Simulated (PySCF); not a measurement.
Spinor energies of Pb (lead, neutral)

Start: [Xe] 4f14 5d10 6s2 6p2; 6p1/2 filled at m_j = -1/2, +1/2. Calculated with PySCF 2.14 in x2c-SVPall-2c: generalised Hartree-Fock with the X2C-1e Hamiltonian and a Gaussian nucleus; one run each with spin-orbit coupling (SO) switched off, then screened by Boettger's factors.

```
spinor shell  electrons  ε, spin-free (eV)  ε, screened SO (eV)  weight of nominal j (screened SO)  rms radius, screened SO (bohr)
       1s1/2          2           -88503.0             -88463.0                              1.000                          0.0181
       2s1/2          2           -15989.2             -15975.7                              1.000                          0.0730
       2p1/2          2           -13735.6             -15319.2                              1.000                          0.0617
       2p3/2          4           -13735.6             -13123.9                              1.000                          0.0700
       3s1/2          2            -3911.8              -3906.6                              1.000                           0.186
       3p1/2          2            -3255.7              -3611.0                              1.000                           0.178
       3p3/2          4            -3255.7              -3114.2                              1.000                           0.195
       3d3/2          4            -2573.0              -2632.4                              1.000                           0.171
       3d5/2          6            -2573.0              -2527.9                              1.000                           0.175
       4s1/2          2            -925.39              -923.07                              1.000                           0.408
       4p1/2          2            -706.69              -793.80                              1.000                           0.412
       4p3/2          4            -706.69              -670.63                              1.000                           0.446
       4d3/2          4            -447.15              -459.17                              1.000                           0.459
       4d5/2          6            -447.15              -436.28                              1.000                           0.464
       5s1/2          2            -167.27              -166.08                              1.000                           0.916
       4f5/2          6            -159.26              -160.44                              1.000                           0.495
       4f7/2          8            -159.26              -155.54                              1.000                           0.496
       5p1/2          2            -104.18              -119.88                              1.000                           0.981
       5p3/2          4            -104.18              -96.710                              1.000                            1.07
       5d3/2          4            -29.303              -29.977                              1.000                            1.39
       5d5/2          6            -29.303              -27.210                              1.000                            1.40
       6s1/2          2            -15.315              -14.834                              1.000                            2.57
       6p1/2          2             -6.848               -6.899                              1.000                            3.34
```

```tsv
quantity	spin-free	screened SO
E (hartree)	-20864.46016	-20902.19135
M_J	0	0
⟨J²⟩	2.011	0.000
⟨L²⟩	2.005	1.508
⟨S²⟩	2.006	1.508
```

Breit and QED terms are absent; they matter most for the inner s and p1/2 levels.

Densities and radii are taken from the X2C orbitals without a picture-change correction, which distorts them close to the nucleus.

Without spin-orbit coupling the j labels of p, d and f shells carry no meaning; the spin-free column gives the mean over the occupied spinors of each nl shell.
